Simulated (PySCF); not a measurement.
A TDDFT job, as run on `BrC1=CC=[O+][AlH2-][O]1`.

Method: TDDFT wB97X-D/def2-SVPD, vertical, gas phase, core orbitals frozen in the response (PySCF).

Input of the driver that calls PySCF (job settings, then Cartesian coordinates in Å):

```
{"job": {"kind": "uv", "xc": "wB97X-D", "basis": "def2-SVPD", "nstates": 8, "ntriplets": 3}, "charge": 0, "multiplicity": 1}
Br     2.6573    -1.7875    -0.1455
C      1.0714    -0.7217    -0.0604
C      1.2297     0.6581    -0.1343
C      0.0893     1.4391    -0.0741
O     -1.0859     0.9744     0.0447
Al    -1.7322    -0.7122     0.1746
O      0.0004    -1.3418     0.0563
H      2.2071     1.0947    -0.2353
H      0.1930     2.5285    -0.1309
H     -2.4287    -1.1254    -1.1314
H     -2.1959    -1.0034     1.6105
```

Output:

```
coarse grid: 49472 points
cycle   1  E = -3083.0079199082  dE =  2.795e-01  |g| = 9.869e-01  |ddm| = 5.734e+00
cycle   2  E = -3082.8209422384  dE =  1.870e-01  |g| = 1.459e+00  |ddm| = 4.016e+00
cycle   3  E = -3083.2113010745  dE = -3.904e-01  |g| = 9.498e-02  |ddm| = 2.495e+00
cycle   4  E = -3083.2131824014  dE = -1.881e-03  |g| = 5.144e-02  |ddm| = 2.698e-01
cycle   5  E = -3083.2138252523  dE = -6.429e-04  |g| = 1.018e-02  |ddm| = 1.134e-01
cycle   6  E = -3083.2138523664  dE = -2.711e-05  |g| = 4.249e-03  |ddm| = 3.534e-02
cycle   7  E = -3083.2138581816  dE = -5.815e-06  |g| = 1.768e-03  |ddm| = 1.347e-02
final grid: 102496 points
cycle   8  E = -3083.2138787779  dE = -1.552e-06  |g| = 2.281e-03  |ddm| = 2.166e-02
cycle   9  E = -3083.2138781666  dE =  6.113e-07  |g| = 3.086e-03  |ddm| = 7.785e-03
cycle  10  E = -3083.2138800281  dE = -1.861e-06  |g| = 1.881e-04  |ddm| = 3.785e-03
cycle  11  E = -3083.2138800474  dE = -1.934e-08  |g| = 1.114e-04  |ddm| = 7.192e-04
cycle  12  E = -3083.2138800558  dE = -8.386e-09  |g| = 4.090e-05  |ddm| = 5.722e-04
cycle  13  E = -3083.2138800566  dE = -7.622e-10  |g| = 1.124e-05  |ddm| = 1.676e-04
converged SCF energy = -3083.2138800566

Static polarisability (au): isotropic 91.057, principal 64.927 88.003 120.241

Singlet excitations
state   eV       nm        f      main configurations
  1   4.3848    282.8   0.11439   H->L 0.98
  2   4.7254    262.4   0.00129   H-3->L 0.91
  3   5.4696    226.7   0.00007   H-2->L 0.88
  4   5.4862    226.0   0.19609   H-1->L 0.97
  5   6.1750    200.8   0.00058   H->L+1 0.58, H-1->L+1 0.29
  6   6.2575    198.1   0.01814   H-4->L 0.90
  7   6.3119    196.4   0.00001   H-6->L 0.47, H-5->L 0.41
  8   6.6751    185.7   0.00120   H-2->L+1 0.85

Triplet excitations (Tamm-Dancoff, eV): 3.0599 4.4305 5.0344
```

The SCF starts on a coarse grid; the energy jumps when the final grid takes over, and dE counts afresh there. The run used 203 basis functions and 13 SCF iterations for the ground state.

Time: 73 s of wall time; peak memory 0.86 GiB. Hardware: one thread, Arm Neoverse N1 (aarch64), shared host.

**Question.** What frontier levels and dipole did the ground state of this run have?

**Answer.** HOMO -9.43 eV, LUMO -0.96 eV, dipole 3.49 D.

Isolated species at its GFN2-xTB geometry, gas phase. The wB97X-D/def2-SVPD calculation is non-relativistic and has no spin–orbit coupling, an omission that weighs most on bromine.

Note: wB97X-D ran without an empirical dispersion term, which enters the total energy and its gradient alone.
